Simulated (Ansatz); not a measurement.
Start from `NCC(O)=S` and change one atom or group to get `OC(=S)[O][GeH3]`.

Ansatz, PBE0-D4/def2-TZVP geometries, multiplicity 1. Each molecule was computed in one conformer, which needn't be the lowest.

Scalar relativity is left out up to krypton.

```csv
property,`NCC(O)=S`
LUMO energy (B3LYP/def2-TZVPP) / eV,-1.73
LUMO energy (PBE0/def2-TZVPP) / eV,-1.51
HOMO energy (ωB97M-V/def2-TZVPP) / eV,-8.88
LUMO energy (ωB97M-V/def2-TZVPP) / eV,0.66
HOMO–LUMO gap (B3LYP/def2-TZVPP) / eV,4.70
LUMO energy (PBE/def2-TZVPP) / eV,-2.42
```

(1) What does the change do to each property? (An estimate is asked.)

Answers

(1) The calculation gave: 
| property | `OC(=S)[O][GeH3]` | shift |
| --- | --- | --- |
| LUMO energy (B3LYP/def2-TZVPP) / eV | -0.91 | 0.82 |
| LUMO energy (PBE0/def2-TZVPP) / eV | -0.67 | 0.84 |
| HOMO energy (ωB97M-V/def2-TZVPP) / eV | -8.75 | 0.13 |
| LUMO energy (ωB97M-V/def2-TZVPP) / eV | 1.44 | 0.78 |
| HOMO–LUMO gap (B3LYP/def2-TZVPP) / eV | 5.41 | 0.71 |
| LUMO energy (PBE/def2-TZVPP) / eV | -1.62 | 0.80 |

With PBE0 the HOMO rises by 0.10 eV and the LUMO rises by 0.84 eV, so the gap widens by about 0.74 eV. PBE moves the HOMO by 0.03 eV and ωB97M-V by 0.13 eV.

B3LYP here is the variant with VWN-RPA as its local correlation; programs differ in this.
